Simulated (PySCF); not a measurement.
## NMR data sheet: C₆H₅NO

- Formula: C6H5NO
- SMILES: O=Cc1ccccn1
- InChI: InChI=1S/C6H5NO/c8-5-6-3-1-2-4-7-6/h1-5H
- Point group of the computed structure: Cs
- Degrees of unsaturation: 5
- Carbon signals: 6
- Proton signals: 5

Structure with atom numbers: `[O:1]=[CH:2][c:3]1[cH:4][cH:5][cH:6][cH:7][n:8]1`. Hydrogens are named by the atom that carries them.

Method: shieldings: GIAO B97-2/pcSseg-2, structure optimised with PBE0-D3(BJ)/def2-TZVP, in PySCF 2.14.0 with density-fitted response routines (gas phase, single conformer, relativity neglected).

Scale: ¹H, ¹³C against TMS; ¹⁵N vs NH3; ¹⁷O vs H2O (reference shieldings calculated alike).

| carbon | δC, type | δH (multiplicity) | HMBC from (2–3 bonds) | span of the C tensor (ppm) |
| --- | --- | --- | --- | --- |
| C2 | 202.2, CH | 10.40 (s) | H(C4) | 177 |
| C3 | 160.7, C | – | H(C2), H(C7), H(C4), H(C5) | 217 |
| C4 | 127.9, CH | 8.36 (d) | H(C2), H(C5), H(C6) | 241 |
| C5 | 143.0, CH | 8.04 (m) | H(C7), H(C4), H(C6) | 253 |
| C6 | 133.4, CH | 7.60 (m) | H(C7), H(C4), H(C5) | 237 |
| C7 | 157.9, CH | 9.10 (d) | H(C5), H(C6) | 227 |

Other nuclei:
```
atoms  nucleus                  environment  δ (ppm)  σ (ppm)
   N8      ¹⁵N  pyridine-type ring nitrogen    360.2    -98.4
   O1      ¹⁷O              aldehyde oxygen    646.5   -318.9
```

1. Carbon types of the structure: 1 × C, 5 × CH, which accounts for all hydrogens.
2. δC 202.2: aldehyde carbonyl carbon; low-lying n→π* states of the double bond to the heteroatom give a large paramagnetic term (-265 ppm).
3. δC 160.7: substituted aromatic carbon next to a ring nitrogen.
4. δC 157.9: aromatic CH next to a ring nitrogen; the adjacent pyridine-type nitrogen withdraws density from it.
5. δH 10.40: hydrogen on an aldehyde carbonyl carbon; deshielded by the polar, anisotropic C=O bond.
6. δH 9.10: hydrogen on an aromatic CH next to a ring nitrogen; ring current plus the neighbouring ring nitrogen.

Shifts are as computed. Against solution values, carbons near 30 ppm lie about +3 ppm off and those near 130 ppm about +7 ppm. Of 1211 compounds with measured shifts, 218 miss one by over three times the rms of a fit or turn the order of signals round; such compounds aren't used in these exercises. Unscaled 17O shifts of doubly bonded oxygen tend to come out too high, by tens of ppm or more. Experimental scales use liquid or dissolved standards, which lie at an offset from isolated NH3 (liquid NH3: subtract about 20 ppm) and H2O (liquid H2O: subtract about 36 ppm). Unscaled 15N shifts of sp2 nitrogen come out 20 to 40 ppm too high even then. No couplings were computed; multiplicities are counted from neighbouring protons, with m where these are inequivalent, close in shift, in a saturated or five-membered ring or joined by F or P, and br s for small geminal =CH2 splittings.
